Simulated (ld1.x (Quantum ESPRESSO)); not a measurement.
## u(r) = r·R(r): atom against pseudo-atom (copper (Cu))

Columns: radius, all-electron u(r) and pseudo u(r) of the 3d shell (level -5.32 eV) of copper in the configuration [Ar] 3d10 4s1 4p0; LDA (PZ), scalar-relativistic, PAW scheme, ld1.x (Quantum ESPRESSO) 7.5.

```
r (bohr)  all-electron  pseudo
   0.205        0.4013  0.0286
   0.410        0.8633  0.1881
   0.615        0.9698  0.4563
   0.820        0.8993  0.6795
   1.025        0.7818  0.7389
   1.230        0.6654  0.6645
   1.435        0.5632  0.5632
   1.640        0.4769  0.4769
   1.845        0.4050  0.4050
   2.050        0.3452  0.3452
   2.255        0.2952  0.2952
   2.460        0.2533  0.2533
   2.665        0.2179  0.2179
   2.870        0.1880  0.1880
   3.075        0.1625  0.1625
   3.280        0.1407  0.1407
   3.485        0.1220  0.1220
   3.690        0.1059  0.1059
   3.895        0.0920  0.0920
   4.100        0.0800  0.0800
   4.305        0.0696  0.0696
   4.510        0.0606  0.0606
   4.715        0.0528  0.0528
   4.920        0.0460  0.0460
   5.125        0.0401  0.0401
   5.330        0.0350  0.0350
```

Task: How many radial nodes do the two functions have?

Result: The all-electron 3d function has n − l − 1 = 0; the pseudo-wave has 0.

Task: At about which radius was the pseudo-wave matched?

Result: 1.40 bohr, where the columns begin to agree (steps of 0.20 bohr).

Task: Is the pseudo-wave norm-conserving?

Result: No, it belongs to a PAW set: the norm inside the radius is not constrained, and the difference is carried by the augmentation charge.
